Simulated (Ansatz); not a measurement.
Geometry optimisation, Ansatz, RKS BLYP/def2-SVP.

The input (input.yaml):

```yaml
crystal:
  periodic: [false, false, false]
  atoms:
    - { symbol: Zr, position_ang: [0.0, 0.0, 0.0] }
    - { symbol: Cl, position_ang: [0.0, 0.0, 2.52] }
    - { symbol: O, position_ang: [1.952, 0.0, -0.6893] }
    - { symbol: H, position_ang: [2.2684, -0.9521, -0.806] }
    - { symbol: O, position_ang: [-0.975, 1.6891, -0.6893] }
    - { symbol: H, position_ang: [-1.9328, 1.4584, -0.9117] }
    - { symbol: Cl, position_ang: [-1.1869, -2.0563, -0.8392] }
basis:
  gaussian: { orbitals: def2-SVP }
hamiltonian:
  xc: blyp
relax:
  f_tol: 0.02
  max_steps: 40
output:
  orbitals: {}
```

Launched with:

```bash
$ ansatz run input.yaml --threads 2 --pin off --max-ram 3072MiB --backend cpu --events-out ev --progress --plain --runs-dir out
```

Q: Where does it end, and by what steps?

A: The forces met the threshold. After 12 steps the energy has fallen by 0.869 eV; H4 moved furthest, 0.79 Å.

```
step  energy less start (eV)  largest force component (eV/Å)  accepted
   0                  0.0000                           2.345       yes
   1                 -0.4956                           1.421       yes
   2                 -0.5681                           1.882       yes
   3                 -0.7491                           0.561       yes
   4                 -0.7774                           0.462       yes
   5                 -0.8173                           0.180       yes
   6                 -0.8406                           0.145       yes
   7                 -0.7151                           2.319        no
   8                 -0.8609                           0.199       yes
   9                 -0.8657                           0.042       yes
  10                 -0.8669                           0.280       yes
  11                 -0.8686                           0.066       yes
  12                 -0.8688                           0.001       yes
```

```xyz
7
Properties=species:S:1:pos:R:3
Zr -0.149 -0.264 0.059
Cl -0.095 -0.115 2.446
O 1.654 -0.317 -0.601
H 2.534 -0.235 -0.999
O -1.085 1.262 -0.637
H -1.447 2.060 -1.051
Cl -1.286 -2.252 -0.632
```

Whether the end is a true minimum wasn't checked by a vibrational analysis.

Run time: 33 s on 2 threads of Arm Neoverse V2 (shared host), peak memory 0.15 GiB.
